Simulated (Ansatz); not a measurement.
This geometry of ClF4HHf (7 atoms, charge 0, multiplicity 1) is a first-order saddle point.

Theory: RKS B3LYP/def2-SVP in Ansatz 0.2.0.

```xyz
7
Properties=species:S:1:pos:R:3
Hf -0.279 0.000 -0.025
F -0.088 0.063 2.084
F 1.624 -0.048 -0.106
F -0.677 1.579 -1.007
F -0.711 -1.547 -1.045
Cl -2.579 -0.065 1.331
H -1.274 0.019 2.144
```

Question: Which two structures does it join? (They come from a converged band through this point; their orientation in space is the band's.)

Answer: Bonds broken: Cl6–H7. Bonds formed: F2–H7.

Image 0:

```xyz
7
Properties=species:S:1:pos:R:3
Hf 0.056 0.000 -0.020
F 0.224 0.000 1.906
F 1.873 0.000 -0.597
F -0.652 1.610 -0.784
F -0.652 -1.610 -0.784
Cl -2.725 0.000 1.258
H -2.107 0.000 2.398
```

Image 10:

```xyz
7
Properties=species:S:1:pos:R:3
Hf -0.430 -0.166 -0.132
F -0.304 0.902 2.008
F 1.337 -0.717 0.337
F -0.556 1.643 -0.730
F -0.722 -1.130 -1.746
Cl -2.259 -1.021 1.221
H -1.052 0.488 2.418
```

Question: How far does it lie above each of them?

Answer: 8.2 kcal/mol above the first and 7.2 kcal/mol above the second. This is the barrier of this one path; another mechanism may lie lower. The orbitals stay closed-shell, which can raise the energy where a bond breaks towards radicals; this wasn't checked here.

The run took 17 min on 2 threads of Arm Neoverse V1, on a shared host, peak memory 0.27 GiB.
